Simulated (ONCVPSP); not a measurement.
Reading a pseudo-wave (Mg)

Columns: radius, all-electron u(r) and pseudo u(r) of the 2s shell (level -79.30 eV) of magnesium in the configuration [He] 2s2 2p6 3s2; LDA (Perdew-Wang 92), scalar-relativistic, ONCV scheme, ONCVPSP 4.0.1.

| r (bohr) | all-electron | pseudo |
| --- | --- | --- |
| 0.053 | -0.5417 | 0.1611 |
| 0.105 | -0.4628 | 0.3179 |
| 0.158 | -0.1498 | 0.4743 |
| 0.210 | 0.2059 | 0.6218 |
| 0.262 | 0.5301 | 0.7599 |
| 0.315 | 0.7966 | 0.8868 |
| 0.368 | 0.9925 | 0.9952 |
| 0.420 | 1.1218 | 1.0801 |
| 0.473 | 1.1983 | 1.1415 |
| 0.525 | 1.2301 | 1.1762 |
| 0.578 | 1.2289 | 1.1863 |
| 0.630 | 1.2029 | 1.1734 |
| 0.683 | 1.1586 | 1.1407 |
| 0.735 | 1.1031 | 1.0936 |
| 0.788 | 1.0390 | 1.0348 |
| 0.840 | 0.9720 | 0.9704 |
| 0.893 | 0.9021 | 0.9016 |
| 0.945 | 0.8338 | 0.8336 |
| 0.998 | 0.7658 | 0.7657 |
| 1.050 | 0.7018 | 0.7017 |
| 1.102 | 0.6409 | 0.6408 |
| 1.155 | 0.5825 | 0.5824 |
| 1.208 | 0.5280 | 0.5280 |
| 1.260 | 0.4784 | 0.4784 |
| 1.313 | 0.4318 | 0.4317 |
| 1.365 | 0.3897 | 0.3897 |

How many radial nodes do the two functions have?

The all-electron 2s function has n − l − 1 = 1; the pseudo-wave has 0, since the states of the same l below it are removed with the core.

At about which radius was the pseudo-wave matched?

1.00 bohr. The columns agree to 0.0005 from 0.94 bohr on; several derivatives are matched, so the curves merge somewhat inside the radius.

Is the pseudo-wave norm-conserving?

Yes: the ONCV scheme keeps the norm inside the radius equal to the all-electron one, which fixes the energy derivative of the logarithmic derivative at the level.
